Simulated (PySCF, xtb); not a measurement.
CH11NSi4, SMILES [SiH3]/N=C\[SiH]([SiH3])[SiH3].

xtb with GFN2-xTB at its own geometry gives an orbital gap of 1.85 eV and a dipole moment of 1.96 D.

Geometry optimised at r2SCAN-D4/def2-SVP. The structure was generated by enumeration; whether it is a known compound was not checked. The values are those of a single conformer.

**Question.** What does ωB97X/def2-TZVP (PySCF) give? (The exact figures need the calculation; the answer reports its results.)

**Answer.** gap 9.31 eV (levels -8.90 and 0.41 eV), dipole 1.53 D.
